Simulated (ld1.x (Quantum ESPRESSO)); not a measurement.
The numbers below are computed, except where a source is named.
# Pseudopotentials across the periodic table

Generated with ld1.x 7.5 (TM, RRKJ, ultrasoft, PAW), atompaw 4.2 or ONCVPSP 4.0.1. The cutoff is in Ry: for ld1.x and atompaw files where the sum of valence levels is converged to 10 mRy in a Bessel basis, for ONCV files where the hardest occupied wave has 1 mHa per electron of residual kinetic energy. The error is the largest all-electron minus pseudo excitation energy over each file’s own four to seven test configurations (ionisations up to +4, promotions, holes and added fractions of an electron), all of which were solved. The labels leave out finer settings (local radius, basis sizes, second energies), which also bear on the numbers. Spin-polarised tests are not counted. The rows are a selection from randomly drawn settings: files with unsolved tests, undetermined cutoffs or missed reference levels are left out.

A true bound ghost makes a file unfit for plane-wave use even where its test errors are small: the radial tests pick states by their node count and pass the ghost by.

```csv
element,potential,cutoff (Ry),largest error (meV),bound ghosts
Cl,"RRKJ, BP86, scalar-relativistic, rc 1.25/1.15/1.20 (spd), local s, core correction yes, reference 3s2 3p5",60,+185,none
Zn,"TM semilocal, PBEsol, scalar-relativistic, rc 0.85/1.10/1.35 (spd), local p, core correction no, reference 3s2 3p6 3d10 4s0 4p0",230,+815,none
Se,"TM, LDA (PZ), scalar-relativistic, rc 1.50/1.45/1.55 (spd), local p, core correction yes, reference 4s2 4p4",45,-181,d
Nb,"TM, LDA (PZ), scalar-relativistic, rc 1.75/1.40/1.90 (spd), local p, core correction no, reference 4s2 4p6 4d3 5s0 5p0",60,+358,none
Ru,"TM, LDA (PZ), scalar-relativistic, rc 1.45/1.45/1.75 (spd), local d, core correction no, reference 4s2 4p6 4d5 5s0 5p0",80,+291,none
Xe,"TM semilocal, PBE, scalar-relativistic, rc 1.35/1.74/1.25 (spd), local p, core correction yes, reference 4d10 5s2 5p6",120,-189,none
```

(1) Fill in the row for Cl: ultrasoft, PBE, non-relativistic, rc 1.50/1.36/1.75 (spd), local smoothed, core correction no, reference 3s2 3p5.

Answers

(1) cutoff 25 Ry, largest error +49 meV, bound ghosts: none.
